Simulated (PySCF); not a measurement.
Gas-phase reaction: Ge(OH)4 + 2 C3H3 (propargyl) = GeH2 + 2 O2 + 2 C3H4 (allene), at 1200 K and a standard pressure of 1 bar. Level: r2SCAN/def2-TZVP†.

Computed with PySCF and rigid-rotor harmonic-oscillator thermochemistry at 1 bar. † marks an energy on the PBE0/def2-TZVP geometry and frequencies. Open shells (unrestricted): C3H3 (propargyl) (multiplicity 2), O2 (multiplicity 3); the rest are closed-shell singlets. Ge: all electrons, no relativistic terms. Ge(OH)4, GeH2: computed as isolated molecules; such fragments, hydroxides, amides, oligomers or adducts are transient or little studied in the gas. The harmonic model lacks anharmonicity and excited electronic states, which grow with temperature; levels with a mode under 35 cm⁻¹ are left out. Internal rotation in Ge(OH)4 is treated as a harmonic vibration of one conformer, which makes the entropy rough.

| species | E (Ha) | H(1200 K) − E (kJ/mol) | S°(1200 K) (J/mol/K) |
|---|---|---|---|
| Ge(OH)4 | -2380.41364 | 311.7 | 563.8 |
| C3H3 (propargyl) | -115.97475 | 202.4 | 372.0 |
| GeH2 | -2078.12618 | 79.1 | 279.9 |
| O2 | -150.32392 | 48.2 | 249.0 |
| C3H4 (allene) | -116.62392 | 245.6 | 368.3 |
E: electronic energy; H − E holds the zero-point and thermal terms. 1 Ha = 2625.5 kJ/mol.

Task: Work out ΔH°, ΔS°, ΔG° and log10 K from these numbers.

Result: 1. ΔE = 1×(-2078.12618) + 2×(-150.32392) + 2×(-116.62392) − 1×(-2380.41364) − 2×(-115.97475) = 0.34128 Ha = 896.0 kJ.
2. Δ(H − E) = 1×(79.1) + 2×(48.2) + 2×(245.6) − 1×(311.7) − 2×(202.4) = -49.8 kJ, so ΔH° = 846.2 kJ.
3. ΔS° = 1×(279.9) + 2×(249.0) + 2×(368.3) − 1×(563.8) − 2×(372.0) = 206.7 J/K; the number of gas molecules changes by +2.
4. ΔG° = ΔH° − TΔS° = 846.2 − 1200×(206.7)/1000 = 598.2 kJ.
5. log10 K = −ΔG°/(RT ln 10) = -26.04, with RT ln 10 = 22.97 kJ/mol; at standard pressures the reactants are favoured.
6. A shift of 10 kJ in ΔE would move log10 K by 0.44 here.
For scale, ΔH°(298 K) is 876 kJ at this level, 875 kJ at ωB97M-V/def2-TZVP†, and runs from 701 to 1187 kJ over the 20 levels computed.
